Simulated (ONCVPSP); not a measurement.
# An all-electron radial function and its pseudo partner (oxygen)

Columns: radius, all-electron u(r) and pseudo u(r) of the 2s shell (level -58.13 eV) of oxygen in the configuration [He] 2s2 2p2; PBEsol, scalar-relativistic, ONCV scheme, ONCVPSP 4.0.1.

```csv
r (bohr),all-electron,pseudo
0.047,-0.3531,0.0444
0.095,-0.4619,0.0929
0.142,-0.4226,0.1458
0.190,-0.3001,0.2065
0.237,-0.1404,0.2725
0.285,0.0368,0.3460
0.332,0.2083,0.4230
0.380,0.3718,0.5055
0.427,0.5155,0.5890
0.475,0.6430,0.6747
0.522,0.7482,0.7563
0.570,0.8360,0.8333
0.617,0.9035,0.8986
0.665,0.9554,0.9518
0.712,0.9910,0.9894
0.760,1.0137,1.0133
0.807,1.0242,1.0241
0.855,1.0248,1.0248
0.902,1.0168,1.0168
0.950,1.0015,1.0015
0.997,0.9806,0.9806
1.045,0.9545,0.9545
1.092,0.9253,0.9253
1.140,0.8926,0.8927
1.187,0.8586,0.8586
1.235,0.8224,0.8224
```

(1) How many radial nodes do the two functions have?

(2) At about which radius was the pseudo-wave matched?

(3) Where does each function peak?

(4) Is the pseudo-wave norm-conserving?

Results:

(1) The all-electron 2s function has n − l − 1 = 1; the pseudo-wave has 0, since the states of the same l below it are removed with the core.

(2) 0.85 bohr. The columns agree to 0.0005 from 0.76 bohr on; several derivatives are matched, so the curves merge somewhat inside the radius.

(3) Outermost all-electron maximum near 0.85 bohr, pseudo maximum near 0.85 bohr (to the table’s step).

(4) Yes: the ONCV scheme keeps the norm inside the radius equal to the all-electron one, which fixes the energy derivative of the logarithmic derivative at the level.
